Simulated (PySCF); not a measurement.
H6S. Atoms are numbered in the order given.

```xyz
7

S      0.0000     0.0000     0.0000
H      0.0000     1.4063     0.0000
H      0.0000    -1.4063     0.0000
H     -1.4063     0.0000     0.0000
H      1.4063     0.0000     0.0000
H      0.0000     0.0000     1.4063
H      0.0000     0.0000    -1.4063
```
Charge 0, spin multiplicity 1.

Coordinates come from a ωB97X-D3(BJ)/def2-TZVP optimisation.

Calculation: PySCF with PBE/pcSseg-2.

GIAO shieldings, no solvent; atoms alike by connectivity are averaged. δ = σ(ref) − σ: ³³S against H2S (σ = 705.0 ppm); ¹H against TMS (σ = 31.47 ppm), references at their B3LYP-D3(BJ)/def2-TZVP geometries, non-relativistic.

Computed chemical shifts:
| nucleus | atoms | count | δ (ppm) |
|---|---|---|---|
| ³³S | S1 | 1 | -34.8 |
| ¹H | H2, H3, H4, H5, H6, H7 | 6 | 12.13 |
